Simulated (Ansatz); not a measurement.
Cost and result for the atomization energy of CH10GeN2Si (`C[SiH](N)[GeH2][NH2]`) (15 atoms, 14 bonds).

```json
{"atom": "C1", "x (Å)": "-1.855", "y (Å)": "0.627", "z (Å)": "-0.366"}
{"atom": "Si2", "x (Å)": "-0.561", "y (Å)": "-0.619", "z (Å)": "0.150"}
{"atom": "N3", "x (Å)": "-0.956", "y (Å)": "-1.198", "z (Å)": "1.728"}
{"atom": "Ge4", "x (Å)": "1.627", "y (Å)": "0.348", "z (Å)": "0.226"}
{"atom": "N5", "x (Å)": "2.349", "y (Å)": "0.689", "z (Å)": "-1.452"}
{"atom": "H6", "x (Å)": "-1.892", "y (Å)": "1.465", "z (Å)": "0.333"}
{"atom": "H7", "x (Å)": "-1.637", "y (Å)": "1.017", "z (Å)": "-1.364"}
{"atom": "H8", "x (Å)": "-2.847", "y (Å)": "0.168", "z (Å)": "-0.403"}
{"atom": "H9", "x (Å)": "-0.521", "y (Å)": "-1.679", "z (Å)": "-0.913"}
{"atom": "H10", "x (Å)": "-0.283", "y (Å)": "-1.748", "z (Å)": "2.239"}
{"atom": "H11", "x (Å)": "-1.891", "y (Å)": "-1.521", "z (Å)": "1.921"}
{"atom": "H12", "x (Å)": "1.629", "y (Å)": "1.707", "z (Å)": "0.955"}
{"atom": "H13", "x (Å)": "2.627", "y (Å)": "-0.590", "z (Å)": "0.939"}
{"atom": "H14", "x (Å)": "1.885", "y (Å)": "1.451", "z (Å)": "-1.928"}
{"atom": "H15", "x (Å)": "2.327", "y (Å)": "-0.116", "z (Å)": "-2.065"}
```

Total charge 0; spin multiplicity 1. Correlated methods include outer-core shells of Ge, which these sets cover unevenly. Scalar relativity is left out up to krypton. All single points use the PBE0-D4/def2-TZVP geometry. It is one conformer, not always the lowest. Program: Ansatz. All runs use 2 threads of an AMD EPYC 7R13 on a shared host and a share of an NVIDIA H100 80 GB. Times are those of one run each, without the atoms' runs, and a repeat can differ threefold. Electronic energies, without spin–orbit coupling; frozen cores. CCSD(T)/CBS adds CCSD(T) − MP2 in def2-TZVPP to the MP2 limit, and its time is that of the two runs behind it. T1 = 0.011. With those shells the extrapolation isn't a true limit. B3LYP takes the VWN-RPA correlation (the form of Gaussian; ORCA's B3LYP/G).

CCSD(T)/CBS is a level of theory with its own doubt, some kJ/mol a heavy atom from the limit and from the frozen cores, so smaller differences don't rank the functionals.

```json
{"level": "B2PLYP/def2-TZVPP", "functions": "323", "wall time": "6 s"}
{"level": "PBE0-D4/def2-TZVPP", "functions": "323", "wall time": "8 s"}
{"level": "B3LYP-D4/def2-TZVPP (with forces)", "functions": "323", "wall time": "8 s"}
{"level": "ωB97X-V/def2-TZVPP", "functions": "323", "wall time": "9 s"}
{"level": "ωB97M-V/def2-TZVPP (with forces)", "functions": "323", "wall time": "11 s"}
{"level": "PBE-D4/def2-TZVPP (with forces)", "functions": "323", "wall time": "14 s"}
{"level": "r2SCAN-D4/def2-TZVPP (with forces)", "functions": "323", "wall time": "14 s"}
{"level": "MP2/def2-QZVPP", "functions": "630", "wall time": "14 s"}
{"level": "CCSD(T)/def2-TZVPP", "functions": "323", "wall time": "15 s"}
{"level": "CCSD(T)/CBS(def2)", "functions": "–", "wall time": "28 s"}
```

Q: What atomization energy does each give, and how far from CCSD(T)/CBS? (Estimate.)

A: Ansatz gave: 
```
                             level  atomization (kcal/mol)  difference from CCSD(T)/CBS  per bond
                 B2PLYP/def2-TZVPP                  1176.6                        -17.2      -1.2
                PBE0-D4/def2-TZVPP                  1185.1                         -8.7      -0.6
 B3LYP-D4/def2-TZVPP (with forces)                  1192.9                         -0.9      -0.1
                ωB97X-V/def2-TZVPP                  1198.7                          4.9       0.3
  ωB97M-V/def2-TZVPP (with forces)                  1192.6                         -1.2      -0.1
   PBE-D4/def2-TZVPP (with forces)                  1200.7                          6.9       0.5
r2SCAN-D4/def2-TZVPP (with forces)                  1187.3                         -6.5      -0.5
                    MP2/def2-QZVPP                  1182.5                        -11.3      -0.8
                CCSD(T)/def2-TZVPP                  1161.4                        -32.4      -2.3
                 CCSD(T)/CBS(def2)                  1193.8                          0.0       0.0
```

The D4 term adds +12.3 kcal/mol with B3LYP and +6.6 kcal/mol with PBE0; it sums over pairs of atoms, weighted by their polarisabilities, and B3LYP, whose exchange is more repulsive, gets the larger term. From PBE to PBE0 (25 % exact exchange), in def2-TZVPP and without D4, the atomization energy moves by −14.5 kcal/mol: exact exchange takes away binding that semilocal exchange gives to molecules. In def2-TZVPP, CCSD(T) changes the Hartree–Fock value by +314.9 kcal/mol (the triples alone add +15.1 kcal/mol) and MP2 by +316.9 kcal/mol; breaking electron pairs costs correlation energy, which Hartree–Fock lacks.
